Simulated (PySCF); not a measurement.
# Worked example: refractive index and permittivity of the vapour

Cl₂GeH₄OSi, SMILES Cl[SiH](Cl)[O][GeH3].

Geometry: B3LYP-D3(BJ)/def2-SVP. This is a generated structure with no PubChem entry under its InChIKey; it may be hypothetical. One conformer was computed; it need not be the lowest.

PySCF with PBE/def2-TZVP gives a mean static polarisability of 80.6 bohr³ and a dipole moment of 1.86 D. Take an ideal gas at 298.15 K and 0.1 bar, whether or not the substance is that volatile.

**Question.** Work out n − 1 in the optical limit and the static ε − 1.

**Answer.** 
Polarisability volume α' = 80.6 × 0.148185 = 11.94 Å³. Number density N = p/kT = 2.43e-6 Å⁻³.
Dilute limit of Lorentz–Lorenz: n − 1 = 2π N α' = 0.00018.
Orientation term of Debye: μ²/(3kT) = 8.098 Å³ × μ²(D²) = 28.02 Å³.
ε − 1 = 4π N (α' + μ²/3kT) = 0.0012. Orientation of the dipole supplies 70 % of the static response; it can't follow optical fields. Vibrational polarisation and dispersion are left out.
